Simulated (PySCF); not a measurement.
Bonds (- single, = double, # triple, : aromatic): C1#C2, C2-Si3, Si3-C4, C4-F5, C4-C6, C6-O7, O7-C8, C8-C9, C8-C10, C6-Si3. C1 carries H11; Si3 carries H12; C4 carries H13; C6 carries H14; C8 carries H15; C9 carries H16, H17, H18; C10 carries H19, H20, H21. Stereochemistry as in C#C[Si@H]1[C@H](F)[C@@H]1OC(C)C.

PySCF calculation with GFN2-xTB structure and NMR shieldings at PBE0/pcSseg-1/GIAO; non-relativistic Hamiltonian, fast rotation and ring inversion assumed for equivalent nuclei, gas phase, one conformer.

Chemical shifts δ = σref − σ; $^{13}$C (σ = 186.93 ppm) against TMS, all at this level.

Do the $^{13}$C shifts follow the atomic charges (in e)? Tabulate both.

Answers


```
atoms  hybridisation  δ (ppm)  σ para (ppm)  Hirshfeld    IAO  Mulliken  ESP-fitted
   C1             sp    103.1          -177      -0.08  -0.18     -0.17       -0.29
   C2             sp     83.9          -153      -0.16  -0.33     -0.20       -0.17
   C4            sp3     82.4          -144      -0.04  -0.09     +0.00       -0.22
   C8            sp3     80.4          -136      +0.05  +0.11     -0.07       +0.72
   C6            sp3     65.1          -129      -0.05  -0.17     -0.11       -0.17
   C9            sp3     26.0           -87      -0.12  -0.42     -0.22       -0.62
  C10            sp3     24.7           -88      -0.13  -0.44     -0.24       -0.67
```

Correlation coefficients of δ with charge over these carbons: Hirshfeld +0.40, IAO +0.66, Mulliken +0.55, ESP-fitted +0.56; with the paramagnetic shielding -0.99. Among the 5 sp3 carbons alone: Hirshfeld +0.88, IAO +0.94, Mulliken +0.97, ESP-fitted +0.78. With so few points, grouped by hybridisation, these coefficients are fragile. Charge is one influence among several: hybridisation and low-lying excitations act through the paramagnetic term.

Shifts are as computed. Against solution values, carbons near 30 ppm lie about +3 ppm off and those near 130 ppm about +5 ppm. Of 1309 compounds with measured shifts, 239 miss one by over three times the rms of a fit or turn the order of signals round; such compounds aren't used in these exercises.
